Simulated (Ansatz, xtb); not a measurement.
C6H2N2O: which of two isomers lies lower

We compare a, `C#Cc1nc(C#N)co1`, a singlet, with b, `C#Cc1ncc(C#N)o1`, a singlet. Both are isolated molecules in the gas phase, relaxed with PBE-D3(BJ)/def2-SVP.

**Question.** Which of the two would you expect CCSD(T)/def2-SVP + ΔMP2/def2-TZVPP electronic energies to favour?

**Answer.** Structure a; the calculation gives E(b) − E(a) = +1.00 kcal/mol.

Level by level:

```
                             level             geometry  E(b) − E(a) (kcal/mol)  departure from the last row (kcal/mol)  job, with rough time for the two
                          GFN2-xTB             GFN2-xTB                     −0.36                                   −1.36              optimisation, 0.18 s
                         HF/STO-3G             GFN2-xTB                     +1.78                                   +0.78               single point, 0.6 s
                r2SCAN-D4/def2-SVP             GFN2-xTB                     +0.01                                   −0.99               single point, 6.9 s
               PBE-D3(BJ)/def2-SVP  PBE-D3(BJ)/def2-SVP                     −0.17                                   −1.17                optimisation, 32 s
                       HF/def2-SVP  PBE-D3(BJ)/def2-SVP                     +1.85                                   +0.85           part of the CCSD(T) run
                      MP2/def2-SVP  PBE-D3(BJ)/def2-SVP                     +1.10                                   +0.10           part of the CCSD(T) run
                  CCSD(T)/def2-SVP  PBE-D3(BJ)/def2-SVP                     +1.16                                   +0.15                      single point
CCSD(T)/def2-SVP + ΔMP2/def2-TZVPP  PBE-D3(BJ)/def2-SVP                     +1.00                                                     single point, 2.6 min
```

As drawn, both hold the same kinds of bond in the same numbers.

GFN2-xTB, r2SCAN-D4/def2-SVP, PBE-D3(BJ)/def2-SVP find them nearly level. The largest departure from CCSD(T)/def2-SVP + ΔMP2/def2-TZVPP is that of GFN2-xTB, 1.36 kcal/mol. The last row adds to CCSD(T) the change of the MP2 difference between the two basis sets, here −0.15 kcal/mol.

With thermal terms from frequencies at re-optimised GFN2-xTB minima (ideal gas, soft modes damped towards free rotors, one conformer each, 298.15 K, 1 atm): on the last row, ΔE + ΔZPE = +1.05, ΔH = +1.05, ΔG = +1.03 kcal/mol.

The correlated steps freeze 9 core orbitals. Programs: Ansatz 0.2.0, xtb 6.7.1; the last row on 2 threads of Arm Neoverse V1 on a shared host.
